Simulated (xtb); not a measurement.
xtb input:

```bash
xtb mol.xyz --gfn 1 --sp --chrg 0 --uhf 0
```
mol.xyz:
```
11

Si     1.42832667     0.70344533     0.02684706
C      0.22166098    -0.72621441    -0.12660386
Si    -1.58733034    -0.26472415     0.06857072
H      2.82644347     0.23993112    -0.14680923
H      1.14071003     1.72787827    -1.00555719
H      1.30452034     1.33513403     1.36237493
H      0.47419056    -1.47992848     0.62534569
H      0.35930005    -1.19753255    -1.10445823
H     -1.97764760     0.72081203    -0.96794587
H     -1.81944235     0.33975544     1.40227642
H     -2.45775284    -1.45812919    -0.06515268
```

Task: What final total energy does it print?

Result: -10.13944 Eh (GFN1-xTB).
